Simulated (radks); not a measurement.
Task: All-electron atom: the promethium ion Pm3+ in [Xe] 4f4. Method: scalar-relativistic Kohn-Sham, LDA (Slater exchange, VWN5 correlation), spin-unpolarised, spherical densities, finite nucleus; Fermi nuclear charge, rms radius 4.962 fm; computed with a radial shooting solver on a logarithmic mesh with Libxc functionals. Some entries of the table are withheld. Estimate them.

| orbital | occ. | eigenvalue (hartree) | <r^2> (bohr^2) | <r> (bohr) |
|---|---|---|---|---|
| 1s | 2 | -1653.872 | 0.0007328 | 0.02320 |
| 2s | 2 | -269.9097 | (1) | 0.09904 |
| 2p | 6 | -241.2951 | (2) | 0.08714 |
| 3s | 2 | -59.76221 | 0.07775 | 0.2609 |
| 3p | 6 | -50.77404 | (3) | 0.2590 |
| 3d | 10 | -38.41469 | 0.06575 | 0.2364 |
| 4s | 2 | -12.78577 | 0.3961 | 0.5924 |
| 4p | 6 | -9.82817 | 0.4468 | 0.6268 |
| 4d | 10 | -5.64587 | 0.5446 | 0.6852 |
| 5s | 2 | -2.55472 | (4) | 1.404 |
| 5p | 6 | -1.80971 | 2.931 | 1.612 |
| 4f | 4 | -1.17587 | (5) | 0.9356 |

Result: 
(1) 2s <r^2> (bohr^2): 0.01158
(2) 2p <r^2> (bohr^2): 0.009268
(3) 3p <r^2> (bohr^2): 0.07776
(4) 5s <r^2> (bohr^2): 2.211
(5) 4f <r^2> (bohr^2): 1.125
